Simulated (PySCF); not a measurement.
## Spectroscopy problems

Single conformer, averaged over atoms made equivalent by symmetry, fast rotation or ring inversion, no solvent, no relativistic terms. Shieldings: GIAO PBE0/pcSseg-1; GFN2-xTB geometry; PySCF 2.14.0 with density-fitted response routines.

Scale: ¹H (31.72 ppm) and ¹³C (186.93 ppm) against TMS (reference shieldings calculated alike). Where no couplings were computed, multiplicities follow the n + 1 count of equivalent neighbours, and m marks all less simple cases (inequivalent or close neighbours, rings, F or P nearby). Shifts are as computed. Against solution values, carbons near 30 ppm lie about +3 ppm off and those near 130 ppm about +5 ppm. Of 1309 compounds with measured shifts, 239 miss one by over three times the rms of a fit or turn the order of signals round; such compounds aren't used in these exercises.

Task: C3H11NOSi4. ¹H NMR (500 MHz, computed): δ 4.41 (m, 2H), 4.25 (m, 2H), 4.03 (m, 1H), 4.01 (m, 1H), 3.88 (q, 2H), 1.37 (t, 3H). ¹³C{¹H} NMR (computed): δ 124.9 (C), 64.1 (CH2), 20.3 (CH3). Identify the compound.

Result: `CCO[Si]1(C#N)[SiH2][SiH2][SiH2]1`. Rings plus π bonds: 3 (1 ring in the answer). 3 carbon signals for 3 carbons: no two carbons are equivalent. Carbon types of the structure: 1 × C, 1 × CH2, 1 × CH3, leaving 6 H on heteroatoms. δC 124.9: nitrile carbon; this is the usual window of a C≡N carbon, which has no attached hydrogen. δC 64.1: sp3 CH2 bonded to O; the inductive effect lowers its shielding. δC 20.3: methyl carbon; saturated and bonded to C and H only. δH 3.88: hydrogen on an sp3 CH2 bonded to O; its carbon carries O, which withdraws density.

This is the structure that produced the data.

Task: C3H11NOSi4. ¹H NMR (400 MHz, computed): δ 5.06 (m, 1H), 4.34 (m, 1H), 4.06 (m, 1H), 4.00 (m, 1H), 3.86 (m, 1H), 3.76 (s, 3H), 0.40 (d, 3H). ¹³C{¹H} NMR (computed): δ 124.4 (C), 54.5 (CH3), -8.0 (CH3). Give a structure.

Result: SMILES CO[Si@@]1(C#N)[SiH2][SiH2][Si@@H]1C. Rings plus π bonds: 3 (1 ring in the answer). 3 carbon signals for 3 carbons: no two carbons are equivalent. Carbon types of the structure: 1 × C, 2 × CH3, leaving 5 H on heteroatoms. δC 124.4: nitrile carbon; C≡N carbons fall here, among the sp2 signals but without a proton. δC 54.5: methyl carbon bonded to O; deshielded by the electronegative neighbour. δC -8.0: methyl carbon bonded to Si; an electropositive neighbour leaves it electron-rich and shielded. δH 0.40: hydrogen on a methyl carbon bonded to Si; an electropositive neighbour shields it, as in TMS itself.

The data come from this structure; uniqueness wasn't tested.
